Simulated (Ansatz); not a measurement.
Frontier orbitals of C2H9InN2OSi, SMILES `NC([SiH3])[N]1C[O][InH]1`.

| atom | x (Å) | y (Å) | z (Å) |
| --- | --- | --- | --- |
| N1 | 1.415 | 0.066 | -0.246 |
| C2 | 0.165 | -0.668 | 0.186 |
| Si3 | 0.036 | -0.783 | 2.070 |
| N4 | -1.003 | 0.063 | -0.214 |
| C5 | -1.266 | 0.020 | -1.656 |
| O6 | -0.621 | 1.106 | -2.291 |
| In7 | -0.033 | 1.948 | -0.533 |
| H8 | 2.221 | -0.118 | 0.344 |
| H9 | 1.666 | -0.186 | -1.199 |
| H10 | 0.171 | -1.680 | -0.246 |
| H11 | -1.093 | -1.666 | 2.441 |
| H12 | -0.170 | 0.595 | 2.597 |
| H13 | 1.298 | -1.313 | 2.672 |
| H14 | -2.350 | 0.082 | -1.824 |
| H15 | -0.915 | -0.941 | -2.073 |
| H16 | 0.481 | 3.475 | -0.030 |

Total charge 0; spin multiplicity 1. Correlated methods include outer-core shells of In, which these sets cover unevenly. In: def2 effective core potential. Geometry: relaxed with PBE0-D4/def2-TZVP. It is one conformer, not always the lowest. Basis def2-TZVPP, the Gaussian-basis code of Ansatz.

| functional | HOMO (eV) | LUMO (eV) | gap (eV) |
| --- | --- | --- | --- |
| LDA (SPW92) | -4.97 | -1.54 | 3.43 |
| PBE | -4.78 | -1.33 | 3.45 |
| revPBE | -4.71 | -1.23 | 3.48 |
| r2SCAN | -4.98 | -1.03 | 3.95 |
| PBE0 | -6.04 | -0.61 | 5.43 |
| r2SCANh | -5.46 | -0.77 | 4.69 |
| LC-ωPBE | -8.66 | 1.17 | 9.83 |
| ωB97M-V | -8.33 | 0.61 | 8.94 |
| HF | -9.25 | 1.48 | 10.73 |

Problem. What is the vertical ionisation energy at frozen-core CCSD(T)/def2-TZVPP? (Best estimate.)

Solution. The calculation gave: 7.85 eV (T1 of the cation 0.025).

From PBE to PBE0 the HOMO moves by −1.25 eV and the LUMO by +0.71 eV, and with ωB97M-V by −3.55 and +1.94 eV, so the gap grows from 3.46 to 8.94 eV with exact exchange. A positive LUMO is unbound and depends on the basis. −ε(HOMO) differs from that ionisation energy by −3.07 eV with PBE and +0.48 eV with ωB97M-V.

LC-ωPBE has ω = 0.4 bohr⁻¹.
